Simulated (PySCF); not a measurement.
C8H15P.
SMILES with atom numbers: `[CH3:1][C:2]1=[C:3]([C:4]([CH3:5])([CH3:6])[CH3:7])[P:8]1[CH3:9]`

NICS = −σ at a ghost point: NICS(0) at the centroid of the ring atoms, NICS(1) 1 Å to either side along the normal of their mean plane, zz for the tensor component along that normal. Level: GIAO PBE0/pcSseg-1 (PySCF, non-relativistic, gas phase) on the GFN2-xTB geometry, one conformer.

Ring bond lengths (Å), with Mayer bond orders in brackets: C2–C3 1.310 (1.74), C3–P8 1.842 (0.88), P8–C2 1.845 (0.90).

Problem. What do the NICS probes read (ppm)?

Solution. 
```csv
ring,type,NICS(0),"NICS(1), two faces","NICS(1)zz, two faces",rms pucker (Å),"centre to ring atoms, mean (Å)"
C2–C3–P8,"3-membered ring with P; formal bonds 1 double, 2 single",-28.4,-10.6 / -6.0,-19.5 / -13.2,0.00,0.96
```

Problem. What do they say, and how far can they be read as aromaticity?

Solution. 
- C2–C3–P8: mean NICS(1)zz -16.3 ppm, shielded. A hydrogen on C9, outside the ring, lies 1.56 Å from a NICS(1) probe. The two faces differ by 6.3 ppm, so no symmetry operation interchanges them. NICS(0) lies 20 ppm below the mean NICS(1).

Problem. How equal are the bonds by HOMA? Use HOMA with the parameters of Krygowski (1993).

Solution. 
- C2–C3–P8: HOMA -1.21; the largest term is that of P8–C2, α(R − Ropt)² = 2.59.

Problem. What is the mean of the two in-plane components of NICS at the second NICS(1) probe listed for ring C2–C3–P8, 1 Å off the ring?

Solution. The isotropic value is a third of the trace: (3 × -6.0 − (-13.2))/2 = -2.4 ppm.

Problem. Give the inner angles of the rings and the Hirshfeld charges of the ring atoms.

Solution. 
- C2–C3–P8: C2 69.1° (-0.034 e), C3 69.3° (-0.032 e), P8 41.6° (+0.076 e); sum 180.0° against 180° for a flat convex ring.

Problem. What are the shieldings of the ring atoms and their hydrogens in the same run (means over atoms taken as equivalent)?

Solution. 
```csv
atoms,environment,σ isotropic (ppm),"principal values of the symmetric part, first atom (ppm)"
C2,fully substituted alkene carbon,57.2,"-68.3, 77.4, 162.5"
C3,fully substituted alkene carbon,41.8,"-85.6, 72.7, 138.4"
P8,phosphine phosphorus,534.6,"291.9, 311.5, 1000.2"
```

Shape of the structure used: `[CH3:1][C:2]1=[C:3]([C:4]([CH3:5])([CH3:6])[CH3:7])[P:8]1[CH3:9]`: C2–C3–C4–C5 -122°.
